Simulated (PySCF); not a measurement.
Species: C7H9O2 (charge +1).
SMILES: `C#CC[C+]1OC[C@@H](C)O1`

Jobs on this species (18 atoms, 66 electrons) with PySCF (density fitting). Hardware of each: an Arm Neoverse N1 with one thread, on a shared host. The host was shared with other jobs, so the times are rough. Peak memory is the resident size of the whole Python process, interpreter and libraries included.

| level and settings | work | basis functions | SCF cycles | wall time | peak memory |
| --- | --- | --- | --- | --- | --- |
| PBE0/6-311G**, level shift 0.2 Eh | spin–spin couplings from 9 perturbed nuclei, spin–dipole term left out | 216 | ? | ? | ? |
| PBE0/6-31G, grid level 1 | 3 singlets by full TDDFT, polarisability, density and orbital grids written | 99 | 11 | 24 s | 0.49 GiB |
| KT2/6-311G**, damping 0.1 at the start, DIIS from the seventh cycle | spin–spin couplings from 9 perturbed nuclei, spin–dipole term left out | 216 | 27 | 2.0 min | 0.76 GiB |
| PBE0/pcSseg-1 | shieldings, ring-centre shieldings, charges and field gradients, density and orbital grids written | 198 | 14 | 60 s | 0.87 GiB |

Task: Fill in the missing figures.

Result: 
- PBE0/6-311G**, level shift 0.2 Eh; spin–spin couplings from 9 perturbed nuclei, spin–dipole term left out: 73 s, 0.96 GiB, 13 SCF cycles

Task: What do all jobs in the table cost together?

Result: About 4.6 min; the longest takes about 43 % of that, and about 5 times as long as the shortest.
